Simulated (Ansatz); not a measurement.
The first iterations of a band of CH8AlBGe (12 atoms, charge 0, multiplicity 1).

Method: RKS PBE0/def2-SVP (Ansatz 0.2.0).

```
movable images  : 5
climbing image  : yes
spring          : 5.0 eV/Å²
optimiser       : quadratic models (default)
start path      : through a guess of the saddle point
force threshold : 0.05 eV/Å
iteration limit : 60
end points      : relaxed
```

First end point:

```xyz
12
Properties=species:S:1:pos:R:3
C -0.548 1.751 -0.492
Ge -0.025 0.732 1.102
B 0.591 -1.212 0.763
Al 0.424 -2.272 -1.053
H 0.297 1.835 -1.192
H -0.869 2.766 -0.217
H -1.383 1.254 -1.009
H -1.246 0.651 2.056
H 1.071 1.522 1.860
H 1.058 -1.738 1.754
H -0.896 -3.100 -1.407
H 1.603 -2.243 -2.132
```

Last end point:

```xyz
12
Properties=species:S:1:pos:R:3
C -0.595 2.272 -0.122
Ge -0.154 0.553 0.717
B 0.737 -0.825 -0.540
Al 0.470 -2.913 -0.402
H 0.299 2.702 -0.595
H -0.973 2.978 0.631
H -1.368 2.137 -0.892
H -1.412 0.012 1.440
H 0.903 0.799 1.828
H 1.482 -0.326 -1.360
H -0.669 -3.640 -1.255
H 1.356 -3.804 0.584
```

| iteration | highest image above the first end (eV) | largest band force component (eV/Å) |
| --- | --- | --- |
| 1 | 3.673 | 4.483 |
| 2 | 2.131 | 2.644 |
| 3 | 1.193 | 1.563 |
| 4 | 0.798 | 1.934 |

**Question.** Does the band converge within its limit, and where does its top end?

**Answer.** It converged. It ended after 12 iterations with the highest image 0.209 eV above the first end. A vibrational analysis at the climbing image gives one clearly imaginary mode, 202i cm⁻¹: a first-order saddle point.

Time of the run: 3.8 min on 2 threads of Arm Neoverse V1, on a shared host, peak memory 0.29 GiB.
